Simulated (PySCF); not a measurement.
A run for PySCF: R-M06-2X/def2-TZVPPD on H2O (SMILES O) with ghost functions.

```python
from pyscf import gto, dft

mol = gto.M(
    atom='''
    O    -0.15034444    0.43763072   -0.11457981
    H     0.49207440    0.16848233   -0.77929745
    H    -0.52355021   -0.38205229    0.22990852
    ghost-C   -0.00200565    0.57211036    2.69855447
    ghost-O   -0.40590275   -0.54843074    2.85925761
    ghost-H    1.07749534    0.81204380    2.69975026
    ghost-H   -0.68409175    1.42763481    2.54715467
    ''',
    basis='def2-tzvppd',
    charge=0, spin=0, verbose=4, max_memory=1800)
mf = dft.RKS(mol, xc='m062x').density_fit(auxbasis='def2-universal-jkfit')
mf.grids.level = 4
mf.conv_tol = 1e-9
mf.max_cycle = 150
mf.kernel()
mf.dip_moment()
```

Program output:

```
PySCF version 2.14.0

[INPUT] verbose = 4
[INPUT] num. atoms = 7
[INPUT] num. electrons = 10
[INPUT] charge = 0
[INPUT] spin (= nelec alpha-beta = 2S) = 0
[INPUT] symmetry False subgroup None
[INPUT] Mole.unit = angstrom
[INPUT] Symbol           X                Y                Z      unit          X                Y                Z       unit  Magmom
[INPUT]  1 O     -0.150344440000   0.437630720000  -0.114579810000 AA   -0.284109815951   0.827002204496  -0.216524460305 Bohr   0.0
[INPUT]  2 H      0.492074400000   0.168482330000  -0.779297450000 AA    0.929885848910   0.318385460529  -1.472658750072 Bohr   0.0
[INPUT]  3 H     -0.523550210000  -0.382052290000   0.229908520000 AA   -0.989366509359  -0.721974193363   0.434464136504 Bohr   0.0
[INPUT]  4 GHOST-C  -0.002005650000   0.572110360000   2.698554470000 AA   -0.003790129202   1.081131893426   5.099528880521 Bohr   0.0
[INPUT]  5 GHOST-O  -0.405902750000  -0.548430740000   2.859257610000 AA   -0.767045030708  -1.036383896893   5.403213802478 Bohr   0.0
[INPUT]  6 GHOST-H   1.077495340000   0.812043800000   2.699750260000 AA    2.036171093095   1.534540383151   5.101788596123 Bohr   0.0
[INPUT]  7 GHOST-H  -0.684091750000   1.427634810000   2.547154670000 AA   -1.292746051574   2.697838796795   4.813424723207 Bohr   0.0

nuclear repulsion = 9.13217574736491
number of shells = 69
number of NR pGTOs = 238
number of NR cGTOs = 185
basis = def2-tzvppd
ecp = {}


******** <class 'pyscf.df.df_jk.DFRKS'> ********
method = DFRKS
initial guess = minao
damping factor = 0
level_shift factor = 0
DIIS = <class 'pyscf.scf.diis.CDIIS'>
diis_start_cycle = 1
diis_space = 8
diis_damp = 0
SCF conv_tol = 1e-09
SCF conv_tol_grad = None
SCF max_cycles = 150
direct_scf = False
XC library pyscf.dft.libxc version 7.1.2
    S. Lehtola, C. Steigemann, M. J. T. Oliveira, and M. A. L. Marques,  SoftwareX 7, 1–5 (2018)
XC functionals = m062x
    Y. Zhao and D. G. Truhlar,  Theor. Chem. Acc. 120, 215 (2008)
    Y. Zhao and D. G. Truhlar,  Theor. Chem. Acc. 120, 215 (2008)
radial grids:
    Treutler-Ahlrichs [JCP 102, 346 (1995); DOI:10.1063/1.469408] (M4) radial grids

becke partition: Becke, JCP 88, 2547 (1988); DOI:10.1063/1.454033
pruning grids: <function nwchem_prune>
grids dens level: 4
symmetrized grids: False
atomic radii adjust function: <function treutler_atomic_radii_adjust>
small_rho_cutoff = 0
Set gradient conv threshold to 3.16228e-05
Initial guess from minao.
tot grids = 147960
******** <class 'pyscf.df.df.DF'> ********
auxbasis = def2-universal-jkfit
init E= -76.3181779768937
  HOMO = -0.452099303594025  LUMO = -0.0164050803027642  gap/eV = 11.85584
cycle= 1 E= -76.3718953272194  delta_E= -0.0537  |g|= 0.567  |ddm|= 0.885
  HOMO = -0.276896422049802  LUMO = 0.00445768461603535  gap/eV = 7.65604
cycle= 2 E= -76.3515578635853  delta_E= 0.0203  |g|= 0.689  |ddm|=  0.6
  HOMO = -0.406624486539556  LUMO = -5.35029493100581e-05  gap/eV = 11.06336
cycle= 3 E= -76.4310236877563  delta_E= -0.0795  |g|= 0.0271  |ddm|= 0.287
  HOMO = -0.402276477132222  LUMO = 0.00161812824255847  gap/eV = 10.99053
cycle= 4 E= -76.4311415223974  delta_E= -0.000118  |g|= 0.00366  |ddm|= 0.0208
  HOMO = -0.402854739346676  LUMO = 0.00154914189737099  gap/eV = 11.00439
cycle= 5 E= -76.4311445475004  delta_E= -3.03e-06  |g|= 0.000501  |ddm|= 0.00308
  HOMO = -0.4028922172497  LUMO = 0.00155797288865855  gap/eV = 11.00565
cycle= 6 E= -76.431144647779  delta_E= -1e-07  |g|= 6.95e-05  |ddm|= 0.000823
  HOMO = -0.402894271124786  LUMO = 0.00156009036493998  gap/eV = 11.00576
cycle= 7 E= -76.4311446510078  delta_E= -3.23e-09  |g|= 6.99e-06  |ddm|= 0.000188
  HOMO = -0.402895543860492  LUMO = 0.0015600259926245  gap/eV = 11.00580
cycle= 8 E= -76.431144651042  delta_E= -3.43e-11  |g|= 9.26e-07  |ddm|= 1.31e-05
  HOMO = -0.402895577347088  LUMO = 0.0015600386444099  gap/eV = 11.00580
Extra cycle  E= -76.4311446510425  delta_E= -5.12e-13  |g|= 3.11e-07  |ddm|= 1.65e-06
converged SCF energy = -76.4311446510425
Dipole moment(X, Y, Z, Debye):  0.43540, -1.75717, -0.51679
```

The calculation finished and met its thresholds.

Cost: around 23 core-seconds (rough).
